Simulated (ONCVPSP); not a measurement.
# What the settings do to the ONCV potential of Nb

Base potential:

niobium (Nb), optimised norm-conserving Vanderbilt (ONCV), made with ONCVPSP 4.0.1 (PBE, scalar-relativistic). Core [Ar] 3d10, reference 4s2 4p6 4d3 5s2. Waves: 4s+5s: rc 1.90 bohr, ncon 3, nbas 6, qcut 8.4 1/bohr, 2 projectors; 4p: rc 2.10 bohr, ncon 5, nbas 8, qcut 8 1/bohr, 3 projectors, debl 3.6 Ha; 4d: rc 2.25 bohr, ncon 3, nbas 8, qcut 7.1 1/bohr, 3 projectors, debl 2 Ha. Local part: polynomial inside 1.55 bohr (lpopt 5, dvloc0 0 Ha). Core correction: Teter function, fcfact 3.25, rcfact 1.65.

Cutoffs, loose and tight: the cutoffs (Ha) at which the residual kinetic energy of the hardest occupied pseudo-wave falls to 1 and 0.1 mHa per electron. They do not see the model core or the augmentation charge, which bear on the density cutoff. Test errors are all-electron minus pseudo excitation energies from the reference, over the configurations 4s2 4p6 4d4 5s1; 4s2 4p6 4d4 5s0; 4s2 4p6 4d3 5s0; 4s2 4p6 4d2 5s0. A dash means not determined; rows that change the core or the reference have their own tests.

| change | outcome | cutoff, loose | cutoff, tight | bound ghosts | GHOST(+) flags above zero | largest test error (meV) |
| --- | --- | --- | --- | --- | --- | --- |
| base | generated | 18 Ha | 22 Ha | none | none | -6.9 |
| s: qcut 5.3 | generated | 16 Ha | 22 Ha | none | none | -13 |
| s: qcut 6.2 | generated | 16 Ha | 22 Ha | none | none | -11 |
| s: qcut 6.9 | generated | 16 Ha | 22 Ha | none | none | -8.6 |
| s: qcut 7.6 | generated | 17 Ha | 22 Ha | none | none | -7.5 |
| s: qcut 9 | generated | 18 Ha | 22 Ha | none | none | -6.6 |
| s: qcut 9.5 | generated | 18 Ha | 22 Ha | none | s | -6.6 |
| s: qcut 11.8 | failed: oncvpsp: lschvkbb ERROR 2 0 100 | – | – | – | – | – |
| s: qcut 12.3 | generated | 19 Ha | 23 Ha | none | s | -6.1 |

Q: What comes out with this change to the base: s: qcut 10.7?

A: outcome: generated; cutoff, loose: 19 Ha; cutoff, tight: 22 Ha; bound ghosts: none; GHOST(+) flags above zero: s; largest test error (meV): -6.3.

Reading the sweep of the qcut of the s channel (base included, trends over the rows without a ghost): The loose cutoff stays near 18 Ha. The median size of the test errors (rows with all tests solved) falls from 8.2 meV at 5.3 to 4.0 meV at 12.3 1/bohr. The generation fails at 11.8 1/bohr.
